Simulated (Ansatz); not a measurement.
The same molecule with X = B, Al, Ga. Ansatz, PBE0-D4/def2-TZVP geometries, multiplicity 2.

Scalar relativity is left out up to krypton.

```csv
X,molecule,mean X–Br bond length / Å,mean X–Cl bond length / Å,size of the dipole moment (ωB97M-V/def2-TZVPP) / D,size of the dipole moment (PBE/def2-TZVPP) / D,"ideal-gas entropy at 298 K and 1 bar (rigid rotor, harmonic PBE0-D4/def2-TZVP) / J/(mol·K)"
B,`Cl[B]Br`•,1.883,1.715,0.38,0.49,288
Al,`[Cl][Al][Br]`•,2.266,2.102,1.60,1.25,307
```

**Question.** Give the row for X = Ga, `[Cl][Ga][Br]`•. (An estimate is asked.)

**Answer.** Ansatz gave: 
```
 X         molecule  mean X–Br bond length / Å  mean X–Cl bond length / Å  size of the dipole moment (ωB97M-V/def2-TZVPP) / D  size of the dipole moment (PBE/def2-TZVPP) / D  ideal-gas entropy at 298 K and 1 bar (rigid rotor, harmonic PBE0-D4/def2-TZVP) / J/(mol·K)
Ga  `[Cl][Ga][Br]`•                      2.313                      2.161                                                1.72                                            1.45                                                                                         320
```

From B to Ga the mean X–Br bond length rises at each step, by 0.430 Å in all; the mean X–Cl bond length rises at each step, by 0.446 Å in all; the ideal-gas entropy at 298 K and 1 bar (rigid rotor, harmonic PBE0-D4/def2-TZVP) rises at each step, by 32 J/(mol·K) in all. Dipoles are sizes alone, and their direction can turn along the series.
